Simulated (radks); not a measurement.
The platinum ion Pt4+, 74 electrons, occupied as [Xe] 4f14 5d6 (the NIST ground configuration). All-electron calculation, scalar-relativistic Kohn-Sham, BP86, spin-polarised, spherical densities, point nucleus; open shells are filled with parallel spins first (spin-orbit coupling, left out, can overturn this in heavy ions). Program: a radial shooting solver on a logarithmic mesh with Libxc functionals.

Normalised radial functions P(r) = r R(r), r in bohr:

r	5p down	5d down
0.0008493	0.0018	0.0000
0.001133	0.0028	0.0000
0.001499	0.0045	0.0000
0.001983	0.0071	0.0001
0.002645	0.0114	0.0001
0.0035	0.0180	0.0002
0.00463	0.0283	0.0005
0.006176	0.0445	0.0011
0.008171	0.0679	0.0022
0.01081	0.1012	0.0047
0.01442	0.1473	0.0097
0.01908	0.2018	0.0193
0.02525	0.2569	0.0372
0.03367	0.2928	0.0696
0.04455	0.2735	0.1197
0.05895	0.1635	0.1889
0.07862	-0.0536	0.2655
0.104	-0.2983	0.3072
0.1376	-0.4152	0.2568
0.1836	-0.2277	0.0628
0.2429	0.2219	-0.2220
0.3214	0.5877	-0.4376
0.4286	0.4446	-0.3818
0.5672	-0.2089	-0.0113
0.7504	-0.8959	0.4927
1.001	-1.1321	0.8653
1.324	-0.8622	0.9186
1.752	-0.4353	0.7093
2.337	-0.1363	0.3951
3.092	-0.0256	0.1541
4.091	-0.0024	0.0378

5p down: eigenvalue -104.53 eV, 3 radial nodes at r = 0.0739, 0.214, 0.525 bohr, <r> = 1.08 bohr, 90 % of the charge inside 1.56 bohr. 5d down: eigenvalue -50.995 eV, 2 radial nodes at r = 0.196, 0.571 bohr, <r> = 1.43 bohr, 90 % of the charge inside 2.15 bohr.
